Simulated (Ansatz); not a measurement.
Reaction (redistribution): `CC[SiH2]SC` + `BO[SiH2]N` → `BO[SiH2]SC` + `CC[SiH2]N`

Program: Ansatz. Geometries: PBE0-D4/def2-TZVP. ΔE: electronic, gas phase. CBS: MP2 limit from def2 TZ/QZ plus the TZ coupled-cluster correction, frozen cores. Functionals use def2-TZVPP. B3LYP here is the variant with VWN-RPA as its local correlation; programs differ in this. Each species was taken in one conformer, which may not be the lowest.

```json
{"level": "PBE-D4", "ΔE (kcal/mol)": "4.1", "difference from CCSD(T)/CBS": "-0.1"}
{"level": "r2SCAN-D4", "ΔE (kcal/mol)": "4.0", "difference from CCSD(T)/CBS": "-0.2"}
{"level": "PBE0-D4", "ΔE (kcal/mol)": "4.2", "difference from CCSD(T)/CBS": "0.0"}
{"level": "B3LYP-D4", "ΔE (kcal/mol)": "4.1", "difference from CCSD(T)/CBS": "-0.1"}
{"level": "ωB97X-V", "ΔE (kcal/mol)": "4.1", "difference from CCSD(T)/CBS": "-0.1"}
{"level": "ωB97M-V", "ΔE (kcal/mol)": "4.2", "difference from CCSD(T)/CBS": "0.0"}
{"level": "B2PLYP", "ΔE (kcal/mol)": "4.1", "difference from CCSD(T)/CBS": "-0.1"}
{"level": "PBE", "ΔE (kcal/mol)": "3.9", "difference from CCSD(T)/CBS": "-0.3"}
{"level": "r2SCAN", "ΔE (kcal/mol)": "3.9", "difference from CCSD(T)/CBS": "-0.3"}
{"level": "PBE0", "ΔE (kcal/mol)": "4.0", "difference from CCSD(T)/CBS": "-0.2"}
{"level": "B3LYP", "ΔE (kcal/mol)": "3.8", "difference from CCSD(T)/CBS": "-0.4"}
{"level": "HF/def2-TZVPP", "ΔE (kcal/mol)": "3.8", "difference from CCSD(T)/CBS": "-0.4"}
{"level": "MP2/def2-TZVPP", "ΔE (kcal/mol)": "4.4", "difference from CCSD(T)/CBS": "0.2"}
{"level": "SCS-MP2/def2-TZVPP", "ΔE (kcal/mol)": "4.2", "difference from CCSD(T)/CBS": "0.0"}
{"level": "CCSD/def2-TZVPP", "ΔE (kcal/mol)": "4.1", "difference from CCSD(T)/CBS": "-0.1"}
{"level": "CCSD(T)/def2-TZVPP", "ΔE (kcal/mol)": "4.2", "difference from CCSD(T)/CBS": "0.0"}
{"level": "HF/def2-QZVPP", "ΔE (kcal/mol)": "3.8", "difference from CCSD(T)/CBS": "-0.4"}
{"level": "MP2/def2-QZVPP", "ΔE (kcal/mol)": "4.4", "difference from CCSD(T)/CBS": "0.2"}
{"level": "SCS-MP2/def2-QZVPP", "ΔE (kcal/mol)": "4.2", "difference from CCSD(T)/CBS": "0.0"}
{"level": "HF/CBS(def2)", "ΔE (kcal/mol)": "3.8", "difference from CCSD(T)/CBS": "-0.4"}
{"level": "MP2/CBS(def2)", "ΔE (kcal/mol)": "4.5", "difference from CCSD(T)/CBS": "0.3"}
{"level": "CCSD/CBS(def2)", "ΔE (kcal/mol)": "4.1", "difference from CCSD(T)/CBS": "-0.1"}
{"level": "CCSD(T)/CBS", "ΔE (kcal/mol)": "4.2", "difference from CCSD(T)/CBS": "0"}
```

Largest T1 diagnostic among the species: 0.012.
